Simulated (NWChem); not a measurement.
System: BO cation

Input file for NWChem:

```
start job
memory heap 200 mb stack 900 mb global 1100 mb
charge 1
geometry units angstroms noautoz
  B      0.000000     0.000000    -0.725316
  O      0.000000     0.000000     0.461112
end
basis spherical
  B library 6-311g**
  O library 6-311g**
end
dft
  xc xpbe96 cpbe96
  iterations 150
  mulliken
end
task dft energy
```

NWChem printed, in part:

```
             Northwest Computational Chemistry Package (NWChem) 7.3.0
             --------------------------------------------------------

 ORDER OF PRIMARY AXIS IS BEING SET TO 4
 C4V symmetry detected

                             Geometry "geometry" -> ""
                             -------------------------

 Output coordinates in angstroms (scale by  1.889725989 to convert to a.u.)

  No.       Tag          Charge          X              Y              Z
 ---- ---------------- ---------- -------------- -------------- --------------
    1 B                    5.0000     0.00000000     0.00000000    -0.73010954
    2 O                    8.0000     0.00000000     0.00000000     0.45631846

 Effective nuclear repulsion energy (a.u.)      17.8410236104

      Symmetry information
      --------------------

 Group name             C4v
 Group number             18
 Group order               8
 No. of unique centers     2

  pbe96 is a nonlocal functional; adding pw91lda local functional.

                                 NWChem DFT Module
                                 -----------------

 Summary of "ao basis" -> "ao basis" (spherical)
 ------------------------------------------------------------------------------
       Tag                 Description            Shells   Functions and Types
 ---------------- ------------------------------  ------  ---------------------
 B                          6-311g**                 8       18   4s3p1d
 O                          6-311g**                 8       18   4s3p1d

      Symmetry analysis of basis
      --------------------------

        a1         16
        a2          0
        b1          2
        b2          2
        e          16

            General Information
            -------------------
          SCF calculation type: DFT
          Wavefunction type:  closed shell.
          No. of atoms     :     2
          No. of electrons :    12
           Alpha electrons :     6
            Beta electrons :     6
          Charge           :     1
          Spin multiplicity:     1
          Use of symmetry is: on ; symmetry adaption is: on
          Maximum number of iterations: 150
          AO basis - number of functions:    36
                     number of shells:    16
          Convergence on energy requested:  1.00D-06
          Convergence on density requested:  1.00D-05
          Convergence on gradient requested:  5.00D-04

              XC Information
              --------------
          PerdewBurkeErnzerhof Exchange Functional  1.000
            Perdew 1991 LDA Correlation Functional  1.000 local
           PerdewBurkeErnz. Correlation Functional  1.000 non-local

             Grid Information
             ----------------
          Grid used for XC integration:  medium
          Radial quadrature: Mura-Knowles
          Angular quadrature: Lebedev.
          Tag              B.-S. Rad. Rad. Pts. Rad. Cut. Ang. Pts.
          ---              ---------- --------- --------- ---------
          B                   0.85       49           5.0       434
          O                   0.60       49           6.0       434
          Grid pruning is: on
          Number of quadrature shells:    98
          Spatial weights used:  Erf1

      Superposition of Atomic Density Guess
      -------------------------------------

 Sum of atomic energies:         -99.30935623

 Renormalizing density from      13.00 to     12

      Non-variational initial energy
      ------------------------------

 Total energy =     -94.308612
 1-e energy   =    -157.189636
 2-e energy   =      45.040000
 HOMO         =      -1.152247
 LUMO         =      -0.668032

      Symmetry analysis of molecular orbitals - initial
      -------------------------------------------------

 !! scf_movecs_sym_adapt:    4 vectors were symmetry contaminated

  Symmetry fudging

 !! scf_movecs_sym_adapt:    4 vectors were symmetry contaminated

  Numbering of irreducible representations:

     1 a1          2 a2          3 b1          4 b2          5 e

  Orbital symmetries:

     1 a1          2 a1          3 a1          4 a1          5 e
     6 e           7 a1          8 e           9 e          10 a1
    11 e          12 e          13 a1         14 a1         15 a1
    16 e

     ---------------------------------------------
      Total Density - Mulliken Population Analysis
     ---------------------------------------------

    Atom       Charge   Shell Charges
 -----------   ------   -------------------------------------------------------
    1 B    5     3.01   1.14  0.86  0.17  0.40  0.27  0.05  0.01  0.11
    2 O    8     8.99   1.09  0.91  1.35  1.22  2.65  0.62  1.13  0.01

   convergence    iter        energy       DeltaE   RMS-Dens  Diis-err
 ---------------- ----- ----------------- --------- --------- ---------
 d= 0,ls=0.0,diis     1    -98.8328707547 -1.17D+02  7.72D-02  5.92D+00
 d= 0,ls=0.0,diis     2    -91.7323190121  7.10D+00  7.26D-02  3.60D+01
 d= 0,ls=0.0,diis     3    -99.3444643790 -7.61D+00  1.68D-02  6.98D-01
 d= 0,ls=0.0,diis     4    -99.4575342534 -1.13D-01  3.79D-03  2.96D-02
 d= 0,ls=0.0,diis     5    -99.4605168892 -2.98D-03  4.30D-04  7.80D-04
  Resetting Diis
 d= 0,ls=0.0,diis     6    -99.4605719974 -5.51D-05  1.46D-04  1.15D-04
 d= 0,ls=0.0,diis     7    -99.4605845388 -1.25D-05  1.52D-04  6.04D-06
 d= 0,ls=0.0,diis     8    -99.4605697133  1.48D-05  1.34D-04  1.50D-04
 d= 0,ls=0.0,diis     9    -99.4605851007 -1.54D-05  5.97D-06  2.51D-07
 d= 0,ls=0.0,diis    10    -99.4605851281 -2.74D-08  1.13D-06  4.10D-09

         Total DFT energy =      -99.460585128125
      One electron energy =     -166.755337150402
           Coulomb energy =       61.598107765578
    Exchange-Corr. energy =      -12.144379353658
 Nuclear repulsion energy =       17.841023610356

 Numeric. integr. density =       12.000000161527

                  Occupations of the irreducible representations
                  ----------------------------------------------

                     irrep           alpha         beta
                     --------     --------     --------
                     a1                4.0          4.0
                     a2                0.0          0.0
                     b1                0.0          0.0
                     b2                0.0          0.0
                     e                 2.0          2.0

                       DFT Final Molecular Orbital Analysis
                       ------------------------------------

 Vector    4  Occ=2.000000D+00  E=-7.349315D-01  Symmetry=a1
              MO Center=  2.3D-30,  9.8D-31,  3.9D-01, r^2= 8.5D-01
   Bfn.  Coefficient  Atom+Function         Bfn.  Coefficient  Atom+Function
  ----- ------------  ---------------      ----- ------------  ---------------
     6      0.430273  1 B  s                 28     -0.367519  2 O  s
    27     -0.358242  2 O  pz                24     -0.271961  2 O  s
    23     -0.251940  2 O  pz                31     -0.202415  2 O  pz
     2     -0.130992  1 B  s                 10      0.110875  1 B  s
     1     -0.087814  1 B  s                 20      0.087009  2 O  s

 Vector    5  Occ=2.000000D+00  E=-6.824021D-01  Symmetry=e
              MO Center= -2.1D-15,  8.5D-15,  1.3D-01, r^2= 8.5D-01
   Bfn.  Coefficient  Atom+Function         Bfn.  Coefficient  Atom+Function
  ----- ------------  ---------------      ----- ------------  ---------------
    26      0.377331  2 O  py                30      0.264145  2 O  py
    22      0.255552  2 O  py                 8      0.236717  1 B  py
     4      0.173071  1 B  py                25     -0.101380  2 O  px
    12      0.080133  1 B  py                29     -0.070970  2 O  px
    21     -0.068661  2 O  px                 7     -0.063600  1 B  px

 Vector    6  Occ=2.000000D+00  E=-6.824021D-01  Symmetry=e
              MO Center=  1.0D-15,  3.0D-15,  1.3D-01, r^2= 8.5D-01
   Bfn.  Coefficient  Atom+Function         Bfn.  Coefficient  Atom+Function
  ----- ------------  ---------------      ----- ------------  ---------------
    25      0.377331  2 O  px                29      0.264145  2 O  px
    21      0.255552  2 O  px                 7      0.236717  1 B  px
     3      0.173071  1 B  px                26      0.101380  2 O  py
    11      0.080133  1 B  px                30      0.070970  2 O  py
    22      0.068661  2 O  py                 8      0.063600  1 B  py

 Vector    7  Occ=0.000000D+00  E=-6.268320D-01  Symmetry=a1
              MO Center=  9.0D-15, -6.3D-15, -1.0D+00, r^2= 1.2D+00
   Bfn.  Coefficient  Atom+Function         Bfn.  Coefficient  Atom+Function
  ----- ------------  ---------------      ----- ------------  ---------------
     6      0.457659  1 B  s                 10      0.363351  1 B  s
     9     -0.339568  1 B  pz                 5     -0.244261  1 B  pz
    27      0.179403  2 O  pz                 2     -0.137962  1 B  s
    23      0.126717  2 O  pz                13     -0.110435  1 B  pz
    31      0.089253  2 O  pz                 1     -0.088525  1 B  s

 Vector    8  Occ=0.000000D+00  E=-3.686297D-01  Symmetry=e
              MO Center= -1.8D-16,  4.1D-16, -5.4D-01, r^2= 1.5D+00
   Bfn.  Coefficient  Atom+Function         Bfn.  Coefficient  Atom+Function
  ----- ------------  ---------------      ----- ------------  ---------------
     7      0.416457  1 B  px                11      0.307449  1 B  px
    29     -0.294214  2 O  px                 8      0.290659  1 B  py
     3      0.235875  1 B  px                25     -0.229291  2 O  px
    12      0.214578  1 B  py                30     -0.205342  2 O  py
     4      0.164625  1 B  py                21     -0.163287  2 O  px

 Vector    9  Occ=0.000000D+00  E=-3.686297D-01  Symmetry=e
              MO Center=  2.2D-15, -3.2D-15, -5.4D-01, r^2= 1.5D+00
   Bfn.  Coefficient  Atom+Function         Bfn.  Coefficient  Atom+Function
  ----- ------------  ---------------      ----- ------------  ---------------
     8      0.416457  1 B  py                12      0.307449  1 B  py
    30     -0.294214  2 O  py                 7     -0.290659  1 B  px
     4      0.235875  1 B  py                26     -0.229291  2 O  py
    11     -0.214578  1 B  px                29      0.205342  2 O  px
     3     -0.164625  1 B  px                22     -0.163287  2 O  py

     ---------------------------------------------
      Total Density - Mulliken Population Analysis
     ---------------------------------------------

    Atom       Charge   Shell Charges
 -----------   ------   -------------------------------------------------------
    1 B    5     4.15   1.13  0.85  0.45  0.61  0.77  0.06  0.18  0.10
    2 O    8     7.85   1.09  0.91  0.93  1.09  1.94  0.70  1.18  0.02

     -------------------------------------------
      Total Density - Lowdin Population Analysis
     -------------------------------------------

    Atom       Charge   Shell Charges
 -----------   ------   -------------------------------------------------------
    1 B    5     4.42   1.06  0.90  0.43  0.42  0.81  0.15  0.39  0.24
    2 O    8     7.58   1.03  0.95  0.93  0.86  1.85  0.57  1.37  0.02

     Multipole analysis of the density
     ---------------------------------

     L   x y z        total         alpha         beta         nuclear
     -   - - -        -----         -----         ----         -------
     0   0 0 0      1.000000     -6.000000     -6.000000     13.000000

     1   1 0 0      0.000000      0.000000      0.000000      0.000000
     1   0 1 0      0.000000      0.000000      0.000000      0.000000
     1   0 0 1     -2.192147     -1.096073     -1.096073     -0.000000

     2   2 0 0     -5.986467     -2.993234     -2.993234      0.000000
     2   1 1 0     -0.000000     -0.000000     -0.000000      0.000000
     2   1 0 1      0.000000      0.000000      0.000000      0.000000
     2   0 2 0     -5.986467     -2.993234     -2.993234      0.000000
     2   0 1 1      0.000000      0.000000      0.000000      0.000000
     2   0 0 2     -1.129484     -8.298082     -8.298082     15.466679
```

Level: PBE/6-311G** (spherical d). Coordinates come from a PBE0/def2-SVP optimisation.
